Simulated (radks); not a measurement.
Task: Successive ionisation energies (eV) of one element, from differences of total energies of ions in their ground configurations, starting at charge 0: 8.661, 17.546, 27.019, 42.585, 56.156, 70.517, 85.550, 101.14, 171.70, 191.30, 211.18, 235.93, 281.67. Calculated with a radial shooting solver on a logarithmic mesh with Libxc functionals: scalar-relativistic Kohn-Sham, BLYP, spin-polarised, spherical densities, finite nucleus; open shells are filled with parallel spins first (spin-orbit coupling, left out, can overturn this in heavy ions); Fermi nuclear charge, rms radius 5.4126 fm. Which element is it?

Result: Osmium (Z = 76). The first species listed is Os in [Xe] 4f14 5d6 6s2, the last Os12+ in [Kr] 4d10 4f14 5s2 5p2.
